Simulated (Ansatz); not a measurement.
Input file for Ansatz (a program for electronic structure): U-CCSD(T)/cc-pV(T+d)Z on C2H5S (SMILES CC[S]), 2S+1 = 2, atoms moved off the minimum. Files ending in .json are basis or fitting sets from the Basis Set Exchange.

Ansatz 0.2 input:
```yaml
crystal:
  periodic: [false, false, false]
  atoms:
    - {symbol: C, position_ang: [1.60212819, -0.23616703, -0.28205372]}
    - {symbol: C, position_ang: [0.19163254, -0.71226918, -0.20248591]}
    - {symbol: S, position_ang: [-1.05155471, 0.51278130, 0.14414537]}
    - {symbol: H, position_ang: [1.79532864, 0.05751350, 0.90401411]}
    - {symbol: H, position_ang: [2.37104462, -1.21232525, -0.23251923]}
    - {symbol: H, position_ang: [1.84055201, 0.52906713, -0.70682577]}
    - {symbol: H, position_ang: [-0.17134541, -1.53664217, 0.44491185]}
    - {symbol: H, position_ang: [-0.05002744, -1.02484877, -1.27429169]}
basis:
  gaussian:
    orbitals: cc-pV_T+d_Z.json
magnetization: {spin_polarized: true, initial_magnetization: 1}
correlation: {method: ccsd_t, electrons: outside_noble_gas}
scf: {omitted_lower_state_checks: [cluster_reference]}
output: {forces: true}
```

**Question.** Give the final energy of this run.

**Answer.** -476.6968 hartree (reference determinant -476.1233, T1 diagnostic 0.013).

**Question.** How many basis functions does it have, and what does it roughly cost on one machine?

**Answer.** 169 functions; around 80 core-minutes (rough).
